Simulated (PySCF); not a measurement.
# Ions at one geometry of Tl(NH2)3

PySCF 2.14.0, RKS PBE0, Tl def2-SVP with ECP60, N def2-SVP, H def2-SVP; non-relativistic Hamiltonian with scalar-relativistic core potentials where named; density fitting; no spin-orbit coupling; singlets restricted, open shells unrestricted. The geometry is relaxed for charge 0, singlet, vacuum (a saddle point, kept by symmetry):

```xyz
10

Tl    0.0000    0.0000    0.0000
N     2.1597    0.2426    0.0000
H     2.4843   -0.3104    0.8008
H     2.4843   -0.3104   -0.8008
N    -1.2899    1.7490    0.0000
H    -0.9733    2.3067    0.8008
H    -0.9733    2.3067   -0.8008
N    -0.8697   -1.9916    0.0000
H    -1.5110   -1.9963    0.8008
H    -1.5110   -1.9963   -0.8008
```

Energies count from the relaxed state; an electron taken off or put on is at rest in vacuum. Charges and spins are Mulliken's.

```tsv
state	energy (eV)	spin squared	charge on Tl1 (e)	spin on Tl1 (e)	dipole about the centre of mass (D)
charge 0, singlet, vacuum	0.00	0.00	0.50	0.00	0.00
charge -1, doublet, vacuum	0.49	0.76	0.11	0.35	0.00
```

Task: What does the state charge +1, doublet, vacuum give?

Result: energy (eV) 8.49, spin squared 0.86, charge on Tl1 (e) 0.68, spin on Tl1 (e) -0.02, dipole about the centre of mass (D) 2.08.

With an electron taken off (doublet) the charges change, summed by element, by Tl +0.18 e, N +0.46 e, H +0.36 e. The vertical ionisation energy is 8.49 eV, against −ε(HOMO) = 6.62 eV of the relaxed state. The level lies 1.9 eV too high, as is usual for semilocal functionals and global hybrids, which keep a self-interaction error.

With an electron put on (doublet) the charges change, summed by element, by Tl -0.39 e, N -0.07 e, H -0.54 e. The vertical electron affinity is -0.49 eV, against −ε(LUMO) = 1.35 eV of the relaxed state. The basis has no diffuse functions, which an added electron needs. The added electron's level lies above zero.

Open shells may have lower solutions than those found.
